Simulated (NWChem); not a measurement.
System: CCl2, singlet; SMILES Cl[C]Cl

Input file for NWChem:

```
start job
memory heap 200 mb stack 700 mb global 900 mb
geometry units angstroms noautosym nocenter noautoz
  Cl     1.394715     0.000000    -0.159238
  C      0.000000     0.000000     0.826695
  Cl    -1.394715     0.000000    -0.159238
end
basis spherical
  * library def2-svp
end
dft
  xc b3lyp
  iterations 150
end
cosmo
  dielec 7.6
end
task dft energy
```

NWChem printed, in part:

```
             Northwest Computational Chemistry Package (NWChem) 7.3.0
             --------------------------------------------------------

                             Geometry "geometry" -> ""
                             -------------------------

 Output coordinates in angstroms (scale by  1.889725989 to convert to a.u.)

  No.       Tag          Charge          X              Y              Z
 ---- ---------------- ---------- -------------- -------------- --------------
    1 Cl                  17.0000     1.39471500     0.00000000    -0.15923800
    2 C                    6.0000     0.00000000     0.00000000     0.82669500
    3 Cl                  17.0000    -1.39471500     0.00000000    -0.15923800

 Effective nuclear repulsion energy (a.u.)     118.0291355863

                                 NWChem DFT Module
                                 -----------------

 Summary of "ao basis" -> "ao basis" (spherical)
 ------------------------------------------------------------------------------
       Tag                 Description            Shells   Functions and Types
 ---------------- ------------------------------  ------  ---------------------
 Cl                         def2-svp                 8       18   4s3p1d
 C                          def2-svp                 6       14   3s2p1d

 in cosmo_initialize ...

 solvent parameters
 solvname_short: unkn
 solvname_long:  unknown
 dielec:        7.6000

          ---------------
          -cosmo- solvent
          ---------------
 Cosmo: York-Karplus, doi: 10.1021/jp992097l
 dielectric constant -eps-     =   7.60
 screen = (eps-1)/(eps    )    =   0.86842
 surface charge correction     = lagrangian

   van der Waals surface
 --------------------------

[...]

                                   COSMO solvation results
                                   -----------------------

                 gas phase energy =      -958.095613165133
                 sol phase energy =      -958.098725117437
 (electrostatic) solvation energy =         0.003111952304 (    1.95 kcal/mol)

                       DFT Final Molecular Orbital Analysis
                       ------------------------------------

 Vector   18  Occ=2.000000D+00  E=-3.518306D-01
              MO Center= -6.1D-09, -9.8D-10, -1.4D-01, r^2= 3.0D+00
   Bfn.  Coefficient  Atom+Function         Bfn.  Coefficient  Atom+Function
  ----- ------------  ---------------      ----- ------------  ---------------
    12      0.463828  1 Cl py                44     -0.463828  3 Cl py
     9      0.355612  1 Cl py                41     -0.355612  3 Cl py
     6      0.204113  1 Cl py                38     -0.204113  3 Cl py

 Vector   19  Occ=2.000000D+00  E=-3.289841D-01
              MO Center= -4.2D-09,  6.0D-11, -1.2D-01, r^2= 3.1D+00
   Bfn.  Coefficient  Atom+Function         Bfn.  Coefficient  Atom+Function
  ----- ------------  ---------------      ----- ------------  ---------------
    11      0.368888  1 Cl px                43      0.368888  3 Cl px
    13      0.304311  1 Cl pz                45     -0.304311  3 Cl pz
     8      0.281163  1 Cl px                40      0.281163  3 Cl px
    10      0.238692  1 Cl pz                42     -0.238692  3 Cl pz
     5      0.159797  1 Cl px                37      0.159797  3 Cl px

 Vector   20  Occ=2.000000D+00  E=-2.589813D-01
              MO Center=  1.4D-09,  5.9D-11,  6.7D-01, r^2= 2.3D+00
   Bfn.  Coefficient  Atom+Function         Bfn.  Coefficient  Atom+Function
  ----- ------------  ---------------      ----- ------------  ---------------
    21      0.447899  2 C  s                 24      0.404126  2 C  pz
    13     -0.349243  1 Cl pz                45     -0.349243  3 Cl pz
    20      0.318726  2 C  s                 10     -0.245611  1 Cl pz
    42     -0.245611  3 Cl pz                27      0.232150  2 C  pz
    19     -0.142623  2 C  s                  7     -0.138272  1 Cl pz

 Vector   21  Occ=0.000000D+00  E=-1.198572D-01
              MO Center=  1.4D-09, -3.9D-10,  5.3D-01, r^2= 2.0D+00
   Bfn.  Coefficient  Atom+Function         Bfn.  Coefficient  Atom+Function
  ----- ------------  ---------------      ----- ------------  ---------------
    23      0.584419  2 C  py                26      0.515343  2 C  py
    12     -0.341177  1 Cl py                44     -0.341177  3 Cl py
     9     -0.197838  1 Cl py                41     -0.197838  3 Cl py
     6     -0.112631  1 Cl py                38     -0.112631  3 Cl py
    14     -0.053801  1 Cl d -2              46      0.053801  3 Cl d -2

 Vector   22  Occ=0.000000D+00  E= 3.114503D-02
              MO Center= -1.2D-09, -1.4D-10,  1.5D-01, r^2= 2.6D+00
   Bfn.  Coefficient  Atom+Function         Bfn.  Coefficient  Atom+Function
  ----- ------------  ---------------      ----- ------------  ---------------
    21      0.790328  2 C  s                 27     -0.711258  2 C  pz
    11      0.644361  1 Cl px                43     -0.644361  3 Cl px
     4     -0.549878  1 Cl s                 36     -0.549878  3 Cl s
    20      0.536741  2 C  s                 24     -0.491232  2 C  pz
    13     -0.270098  1 Cl pz                45     -0.270098  3 Cl pz

[...]
```

Level: B3LYP/def2-SVP, COSMO on the gas-phase geometry. Low-valent species are run as closed-shell singlets; no triplet was tried in these runs. Geometry: optimised at PBE0-D3(BJ)/def2-TZVP. COSMO prints the solvation energy as gas minus solution, so a positive value is a stabilisation.
